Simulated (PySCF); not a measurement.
Ionisation energy of Mn by level of theory

Mn [Ar] 3d5 4s2 (6S) → Mn⁺ [Ar] 3d5 4s1 (7S), as a difference of total energies. Computed with PySCF 2.14 in cc-pVDZ (6s5p3d1f, 43 functions), with no relativity, point nucleus. Correlated levels: valence: [Ar] frozen. The calculations carry no spin-orbit coupling.

```json
{"method": "UHF", "ionisation energy (eV)": "5.982", "difference from reference (eV)": "-1.452"}
{"method": "M06-L", "ionisation energy (eV)": "7.543", "difference from reference (eV)": "+0.109"}
{"method": "MN15", "ionisation energy (eV)": "7.325", "difference from reference (eV)": "-0.109"}
{"method": "MP2 (valence)", "ionisation energy (eV)": "6.845", "difference from reference (eV)": "-0.589"}
{"method": "SCS-MP2 (valence)", "ionisation energy (eV)": "7.027", "difference from reference (eV)": "-0.407"}
```

Reference: 7.434 eV (measured; NIST Atomic Spectra Database, ionization energies).

These non-relativistic numbers lack the scalar-relativistic shift.

Errors of the correlated levels include the incompleteness of this basis and the frozen core.

MP2 underrates the near-degeneracy of ns² with np² in the lower species.
